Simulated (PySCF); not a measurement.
# A small calculation by hand: oscillator strength and radiative lifetime

CH8O3Si2, SMILES O[SiH2][Si@H](O)OC.

Geometry optimised at PBE0-D3(BJ)/def2-SVP. The structure was generated by enumeration; whether it is a known compound was not checked. One conformer was computed; it need not be the lowest.

TDA-PBE/def2-SVPD run with PySCF puts the first singlet state with f over 0.02 at 6.32 eV (vertical), with the transition dipole (0.363, 0.314, -0.056) in atomic units.

Task: Find the oscillator strength, the wavelength and the radiative lifetime that this transition would have in vacuum if emission retraced absorption.

Result: 
|μ|² = 0.2335 au, so |μ| = 1.23 D. ΔE = 6.32/27.211 = 0.2323 hartree. f = (2/3) ΔE |μ|² = 0.036 (the program prints 0.036).
λ = 1239.84/6.32 = 196 nm; ν = 50974 cm⁻¹.
Einstein's coefficient A = 0.6670 ν² f s⁻¹ (ν in cm⁻¹) = 6.3e7 s⁻¹, so τ = 1/A = 16 ns. This state is S6; the lower singlets have f = 0.013, 0.005, 0.010, 0.006, 0.005. The figure is the radiative limit of this one transition; relaxation, internal conversion, crossing to triplets and a medium change what is measured.
